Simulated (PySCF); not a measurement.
Stretching CI

Set-up: basis C def2-SVPD, I def2-SVPD with ECP28; scalar-relativistic core potentials; PySCF 2.14. Energies in eV from C + I in their ground configurations at the same level. State: ²Π (doublet), unpaired electrons π ↑.

```tsv
R (Å)	r²SCAN
1.756	-1.980
1.838	-2.584
1.919	-2.915
1.981	-3.036
2.042	-3.075
2.103	-3.053
2.185	-2.953
2.287	-2.753
2.410	-2.450
2.573	-2.004
```

**Question.** Put a parabola through the three lowest points of the r²SCAN curve and estimate Re, k and ωe (reduced mass 10.96 u; 1 eV/Å² = 0.16022 mdyn/Å; ωe = 1302.8·√(k/μ) cm⁻¹).

**Answer.** Through R = 1.981, 2.042, 2.103 Å the second-order coefficient is 8.20 eV/Å², so Re ≈ 2.050 Å, k ≈ 2.63 mdyn/Å and ωe ≈ 638 cm⁻¹. A polynomial fit of higher order to the unrounded r²SCAN energies gives Re = 2.048 Å, k = 2.54 mdyn/Å, ωe = 627 cm⁻¹; anharmonicity and rounding make the difference.

The higher-order fit for each curve: r²SCAN: Re = 2.048 Å, ωe = 627 cm⁻¹, De = 3.08 eV.

Spin–orbit coupling is left out, which matters for elements this heavy, above all for dissociation energies. The state was picked by a PBE0 search and need not be the measured ground state.
